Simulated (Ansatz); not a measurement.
One change: `C[CH2][AlH][O][SiH3]` becomes `C[CH2][AlH][CH2]N`.

Ansatz, PBE0-D4/def2-TZVP geometries, multiplicity 1. Each molecule was computed in one conformer, which needn't be the lowest.

```
                               property  `C[CH2][AlH][O][SiH3]`
    HOMO energy (B3LYP/def2-TZVPP) / eV                   -7.35
HOMO–LUMO gap (ωB97M-V/def2-TZVPP) / eV                   10.60
     LUMO energy (PBE0/def2-TZVPP) / eV                   -0.68
  HOMO energy (ωB97M-V/def2-TZVPP) / eV                   -9.75
    LUMO energy (B3LYP/def2-TZVPP) / eV                   -0.91
  LUMO energy (ωB97M-V/def2-TZVPP) / eV                    0.85
```

Q: Give the same properties after the change, and the shifts. (An estimate is asked.)

A: Ansatz gave: 
```json
{"property": "HOMO energy (B3LYP/def2-TZVPP) / eV", "`C[CH2][AlH][CH2]N`": "-6.34", "shift": "1.01"}
{"property": "HOMO–LUMO gap (ωB97M-V/def2-TZVPP) / eV", "`C[CH2][AlH][CH2]N`": "9.62", "shift": "-0.98"}
{"property": "LUMO energy (PBE0/def2-TZVPP) / eV", "`C[CH2][AlH][CH2]N`": "-0.83", "shift": "-0.15"}
{"property": "HOMO energy (ωB97M-V/def2-TZVPP) / eV", "`C[CH2][AlH][CH2]N`": "-8.93", "shift": "0.82"}
{"property": "LUMO energy (B3LYP/def2-TZVPP) / eV", "`C[CH2][AlH][CH2]N`": "-1.06", "shift": "-0.15"}
{"property": "LUMO energy (ωB97M-V/def2-TZVPP) / eV", "`C[CH2][AlH][CH2]N`": "0.70", "shift": "-0.15"}
```

With PBE0 the HOMO rises by 0.98 eV and the LUMO falls by 0.15 eV, so the gap narrows by about 1.13 eV. PBE moves the HOMO by 1.15 eV and ωB97M-V by 0.82 eV.

B3LYP here is the variant with VWN-RPA as its local correlation; programs differ in this.
